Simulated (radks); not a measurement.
Values are calculated unless marked as measured or tabulated.
Initial-state core-level shifts of neutral mercury when its valence configuration changes from [Hg]. Level of theory: Dirac Kohn-Sham, PBE, spin-unpolarised, spherical densities, finite nucleus; open shells fill j = l - 1/2 first; Fermi nuclear charge, rms radius 5.4648 fm (a radial shooting solver on a logarithmic mesh with Libxc functionals). Shifts are changes of the shell-averaged eigenvalues in eV (positive: less bound); the change of the density at the nucleus, which sets a Mossbauer isomer shift, is in e/bohr^3, on a base of 2.324e+06.

valence	2s	3d	4s	5s	density at nucleus
[Xe] 4f12 5d10 6s2 6p2	-39.095	-42.998	-38.050	-18.445	+515.9
[Xe] 4f14 5d10 6s1 6p1	-1.693	-1.701	-1.712	-1.727	-142.1
[Xe] 4f13.5 5d10 6s1 6p1.5	-11.003	-11.957	-10.865	-6.154	-33.0
[Xe] 4f14 5d9 6s2 6p1	-5.058	-5.048	-5.009	-4.848	+67.5
[Xe] 4f12 5d10 6s1 6p3	-41.090	-45.000	-40.061	-20.454	+314.5
[Xe] 4f13 5d10 6s2 6p1	-19.115	-21.026	-18.734	-9.171	+249.6
[Xe] 4f14 5d8 6s2 6p2	-10.090	-10.058	-9.957	-9.553	+139.3
[Xe] 4f14 5d10 6p2	-3.140	-3.159	-3.180	-3.206	-300.9
[Xe] 4f12 5d8 6s1 6p5	-53.216	-57.014	-51.825	-31.341	+421.3
